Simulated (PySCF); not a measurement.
1,1-difluorobut-1-ene (C4H6F2), SMILES CCC=C(F)F.

Coordinates come from a PBE0-D3(BJ)/def2-SVP optimisation. Other conformers were not sampled.

Computed with PBE/def2-TZVP (PySCF).

Gas-phase values at a fixed geometry.

Problem. Estimate the frontier levels, gap, dipole moment and polarisability. (Estimate from the structure and the level; the computed values follow.)

Solution. 
```json
{
 "highest_occupied_level": "-5.90 eV",
 "lowest_empty_level": "-0.29 eV",
 "orbital_gap": "5.62 eV",
 "dipole_moment": "1.35 D",
 "quadrupole, principal values (traceless, Buckingham form, about the centre of nuclear charge)": "-1.20, 0.11, 1.09 D·Å",
 "mean_static_polarisability": "52.2 bohr³ (7.73 Å³)",
 "polarisability_principal_values": "41.9, 47.7, 66.9 bohr³"
}
```
